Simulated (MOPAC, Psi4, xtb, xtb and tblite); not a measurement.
Torsional profile of SMILES CC(=O)C[SiH3]. Scanned: dihedral O3–C2–C4–Si5; all other coordinates were relaxed at GFN2-xTB. Points at φ and −φ are mirror images.

Atom numbering (GFN2-xTB optimised geometry, Å):
```
13

C      1.5908     0.7303     0.6145
C      0.8958     0.0425    -0.5367
O      1.1465     0.2983    -1.6908
C     -0.1470    -0.9449    -0.1392
Si    -1.8526    -0.0705    -0.1243
H      0.8600     1.0765     1.3415
H      2.1822     1.5672     0.2521
H      2.2515     0.0189     1.1076
H     -0.1900    -1.7451    -0.8770
H      0.0638    -1.3707     0.8395
H     -2.8532    -1.0865     0.2056
H     -1.8354     0.9606     0.9179
H     -2.1125     0.5234    -1.4301
```

PBE-D3(BJ)/def2-TZVP // GFN2-xTB (Psi4); AM1, restricted, heats of formation // GFN2-xTB (MOPAC); HF/cc-pVTZ // GFN2-xTB (Psi4); GFN1-xTB // GFN2-xTB (xtb); GFN2-xTB (xtb and tblite); MP2/cc-pVTZ = DF-MP2 (frozen core)/cc-pVTZ // GFN2-xTB run with Psi4.

Energies in kJ/mol, each method relative to its own lowest point.

| φ / ° | PBE-D3(BJ)/def2-TZVP | AM1 | HF/cc-pVTZ | GFN1-xTB | GFN2-xTB | MP2/cc-pVTZ |
|---|---|---|---|---|---|---|
| -165 | 12.9 | 14.2 | 15.5 | 24.7 | 16.4 | 14.8 |
| -150 | 9.3 | 11.2 | 11.2 | 21.6 | 12.4 | 10.6 |
| -135 | 5.7 | 7.2 | 6.9 | 18.6 | 8.1 | 6.5 |
| -120 | 3.0 | 3.4 | 4.0 | 16.3 | 4.6 | 3.6 |
| -105 | 1.3 | 0.0 | 1.8 | 14.7 | 2.2 | 1.8 |
| -90 | 0.0 | 0.0 | 0.0 | 13.3 | 0.0 | 0.0 |
| -75 | 1.0 | 3.7 | 0.3 | 12.2 | 0.3 | 0.6 |
| -60 | 3.3 | 7.8 | 1.5 | 11.4 | 2.4 | 2.5 |
| -45 | 5.4 | 10.2 | 2.1 | 10.5 | 4.8 | 3.9 |
| -30 | 6.3 | 10.2 | 2.5 | 6.5 | 5.9 | 3.9 |
| -15 | 7.1 | 8.3 | 3.4 | 1.7 | 6.0 | 4.2 |
| 0 | 7.6 | 7.3 | 3.6 | 0.0 | 6.3 | 4.3 |
| 15 | 7.1 | 8.3 | 3.4 | 1.7 | 6.0 | 4.2 |
| 30 | 6.3 | 10.2 | 2.5 | 6.5 | 5.9 | 3.9 |
| 45 | 5.4 | 10.2 | 2.1 | 10.5 | 4.8 | 3.9 |
| 60 | 3.3 | 7.8 | 1.5 | 11.4 | 2.4 | 2.5 |
| 75 | 1.0 | 3.7 | 0.3 | 12.2 | 0.3 | 0.6 |
| 90 | 0.0 | 0.0 | 0.0 | 13.3 | 0.0 | 0.0 |
| 105 | 1.3 | 0.0 | 1.8 | 14.7 | 2.2 | 1.8 |
| 120 | 3.0 | 3.4 | 4.0 | 16.3 | 4.6 | 3.6 |
| 135 | 5.7 | 7.2 | 6.9 | 18.6 | 8.1 | 6.5 |
| 150 | 9.3 | 11.2 | 11.2 | 21.6 | 12.4 | 10.6 |
| 165 | 12.9 | 14.2 | 15.5 | 24.7 | 16.4 | 14.8 |
| 180 | 14.7 | 15.3 | 17.4 | 26.2 | 18.3 | 16.7 |

Root-mean-square difference from the MP2/cc-pVTZ profile, itself a level with limits, after the best constant shift (kJ/mol): PBE-D3(BJ)/def2-TZVP 1.6, AM1 2.8, HF/cc-pVTZ 0.8, GFN1-xTB 5.3, GFN2-xTB 0.8.
